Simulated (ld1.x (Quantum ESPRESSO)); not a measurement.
## Scattering properties, TM potential for Cr (Z = 24)

```json
{"Element": "Cr", "Generator": "ld1.x (Quantum ESPRESSO) 7.5", "Type": "norm-conserving Troullier–Martins (Kleinman–Bylander form)", "Functional": "PBE", "Relativity": "scalar-relativistic", "Frozen core": "[Ne] 3s2", "Valence charge": "12", "Reference configuration": "3p6 3d5 4s1 4p0", "Partial waves": "4s (bound): rc 2.90 bohr; 3p (bound): rc 1.25 bohr; 3d (bound): rc 1.05 bohr", "Local potential": "the d channel", "Core correction": "a·sin(br)/r model core, default radius (core density twice the valence density)"}
```

The phase is arctan(r·u′/u) with u = r·R(r), unwrapped; energies in Ry, scanned from -5 to 5 Ry. A pole is an energy at which the radial function vanishes at the test radius. The pseudo phase is shifted by a multiple of π to meet the all-electron one at the reference energy, and phase errors are pseudo minus all-electron; the curves can meet again beyond the range given. Levels narrower than the energy grid can be missing from the lists of poles.

| channel | radius (bohr) | reference energy (Ry) | poles, all-electron | poles, pseudo | unbroken range about the reference energy with phases within 0.05 rad | phase error 1 Ry above the reference energy (rad) |
| --- | --- | --- | --- | --- | --- | --- |
| s | 3.17 | -0.29 | 0.81 | 0.63, 1.53 | below 0.6 | -0.060 |
| p | 3.17 | -3.34 | -3.33, 1.55 | -3.33, 1.54 | below 3.7 | -0.000 |
| d | 3.17 | -0.21 | -0.11, 2.90 | -0.11, 2.91 | below 4.8 | +0.003 |

Note: ghost state, extra bound levels that the all-electron valence spectrum of the same l lacks: s at -339.6 eV. A true bound ghost makes a file unfit for plane-wave use.

Phases in the d channel:

```csv
E (Ry),all-electron,pseudo
-5.00,1.431,1.431
-4.74,1.428,1.428
-4.48,1.424,1.424
-4.22,1.419,1.419
-3.96,1.415,1.415
-3.70,1.410,1.410
-3.44,1.404,1.404
-3.18,1.397,1.397
-2.92,1.390,1.390
-2.66,1.382,1.382
-2.40,1.372,1.372
-2.14,1.361,1.361
-1.88,1.348,1.348
-1.62,1.331,1.331
-1.36,1.310,1.310
-1.10,1.281,1.281
-0.84,1.236,1.236
-0.58,1.143,1.143
-0.32,0.590,0.590
-0.06,-1.659,-1.659
0.20,-1.864,-1.864
0.46,-2.006,-2.005
0.72,-2.215,-2.213
0.98,-2.661,-2.655
1.24,-3.508,-3.498
1.50,-4.120,-4.114
1.76,-4.385,-4.381
2.02,-4.518,-4.515
2.28,-4.598,-4.596
2.54,-4.655,-4.652
2.80,-4.698,-4.696
3.06,-4.735,-4.732
3.32,-4.770,-4.767
3.58,-4.805,-4.801
3.84,-4.844,-4.839
4.10,-4.894,-4.885
4.36,-4.963,-4.949
4.62,-5.077,-5.051
4.88,-5.315,-5.249
```
